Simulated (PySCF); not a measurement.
Sb(Me)2 (C₂H₆Sb), SMILES [CH3][Sb+][CH3] (connectivity only; charge and spin as stated), charge +1, multiplicity 1.

Geometry: PBE-D3(BJ)/def2-SVP. The multiplicity is an assumed one; other spin states were not compared. The isomer is the one that the SMILES or the coordinates give; other isomers of the formula were not compared. The def2 effective core potentials stand for the cores of Sb; spin–orbit coupling is left out.

Level of theory: PBE-D3(BJ)/def2-SVP in PySCF.

Frequencies are harmonic and unscaled.

Problem. List the normal modes with their intensities. (The exact figures need the calculation; the answer reports its results.)

Solution. 
```
mode  ν (cm⁻¹)  IR (km/mol)  moving atoms (share of kinetic energy)
----  --------  -----------  --------------------------------------
1           56          1.0                                  H 94 %
2           91          1.0                                  H 96 %
3          187          0.4                  C 56 %, H 35 %, Sb 9 %
4          505         16.4                  C 53 %, H 38 %, Sb 9 %
5          518          7.3                  C 66 %, H 26 %, Sb 9 %
6          573          4.5                          H 66 %, C 30 %
7          605          0.5                          H 77 %, C 22 %
8          720          3.9                          H 87 %, C 13 %
9          815         22.3                          H 79 %, C 21 %
10        1159         14.6                          H 85 %, C 15 %
11        1171         18.2                          H 85 %, C 15 %
12        1316         10.7                                  H 96 %
13        1317         12.4                                  H 95 %
14        1346         52.7                                  H 95 %
15        1348          4.1                                  H 94 %
16        2928         55.8                                  H 96 %
17        2935         23.4                                  H 96 %
18        3044          0.1                                  H 92 %
19        3047         10.4                                  H 92 %
20        3119         16.5                          H 90 %, C 10 %
21        3120          6.3                          H 90 %, C 10 %
```
